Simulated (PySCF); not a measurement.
Compound: C5H4O3 (charge -1 and doublet state).
Structure used (PBE0-D3(BJ)/def2-SVP), in Å, numbered top down from 1:
```xyz
12
C5H4O3 angstrom
O      2.5358    0.8510    0.2431
C      1.7305   -0.0910    0.0929
O      2.2437   -1.3833   -0.0091
C      0.3297    0.0011    0.0132
C     -0.5212    1.1321    0.0880
C     -1.8368    0.6484   -0.0466
C     -1.7612   -0.7206   -0.1978
O     -0.4552   -1.1338   -0.1647
H      3.1883   -1.1982    0.0693
H     -0.1845    2.1562    0.2279
H     -2.7572    1.2353   -0.0356
H     -2.5095   -1.4984   -0.3326
```

The hyperfine couplings belong to this conformer and change with its torsions.

Identity: `[O-][C](O)C1=CC=CO1` [radical] (charge -1).

Method used: UKS B3LYP, IGLO-III on C O, pcH-1 on H, non-relativistic, mean-field spin-orbit, GIAO in PySCF 2.14.0. Whether the extra electron is bound in the gas phase wasn't checked; a finite basis holds it in any case. The geometry's basis has no diffuse functions, a weakness for an anion. The SCF solution wasn't tested for stability.

**Question.** Break the g tensor into its mass correction, gauge correction and orbital-Zeeman/spin–orbit terms.

**Answer.** 
```json
{"Δg (ppm)": "relativistic mass correction", "1": "-220", "2": "-220", "3": "-220"}
{"Δg (ppm)": "gauge correction", "1": "-8", "2": "47", "3": "50"}
{"Δg (ppm)": "orbital Zeeman/spin–orbit", "1": "-24", "2": "2041", "3": "2746"}
{"Δg (ppm)": "total", "1": "-253", "2": "1868", "3": "2575"}
```

So g = 2.00207, 2.00419, 2.00489 and g_iso = 2.00372; the tensor is rhombic: the two nearest values differ by 25 % of g3 − g1. Axes: g1 is normal to the molecular plane, g2 points within 8° of the C6–C7 bond and g3 points within 1° of the C2–C4 bond.

**Question.** What are the electron Larmor frequencies g μB B/h along the three axes at 1200 mT?

**Answer.** 33.6257, 33.6613, 33.6732 GHz for g1, g2 and g3, a range of 47.5 MHz.

**Question.** What effective moment and Curie constant follow for a powder?

**Answer.** With the mean of g² = 4.0149 and S(S+1) = 0.75: μ_eff = √(⟨g²⟩S(S+1)) = 1.735 μB and χT = 0.12505·⟨g²⟩·S(S+1) = 0.377 cm³ K/mol (cgs; spin-Hamiltonian part alone).

**Question.** In a frozen sample, at which fields do the three g values resonate at 9.5, 34, 94 and 263 GHz (hyperfine left aside), and which band first spreads them over more than twice a line width of 0.5 mT?

**Answer.** 
```json
{"band": "X", "GHz": "9.5", "B(g3) mT": "338.55", "B(g2) mT": "338.67", "B(g1) mT": "339.03", "spread mT": "0.48"}
{"band": "Q", "GHz": "34.0", "B(g3) mT": "1211.65", "B(g2) mT": "1212.07", "B(g1) mT": "1213.36", "spread mT": "1.71"}
{"band": "W", "GHz": "94.0", "B(g3) mT": "3349.85", "B(g2) mT": "3351.03", "B(g1) mT": "3354.58", "spread mT": "4.73"}
{"band": "J", "GHz": "263.0", "B(g3) mT": "9372.44", "B(g2) mT": "9375.75", "B(g1) mT": "9385.68", "spread mT": "13.24"}
```

The spread grows in proportion to the frequency. Q band is the first where it exceeds 1.0 mT.

Largest spin populations (Mulliken): C7 (+0.33), C5 (+0.29), C2 (+0.24) and O1 (+0.14). The positive populations add up to 1.17 and the negative ones to -0.17, together 2S = 1.

The HOMO–LUMO gaps are 2.85 eV among the α and 4.99 eV among the β orbitals.

Time: 64 s. Hardware: one thread, x86-64 server, shared host.
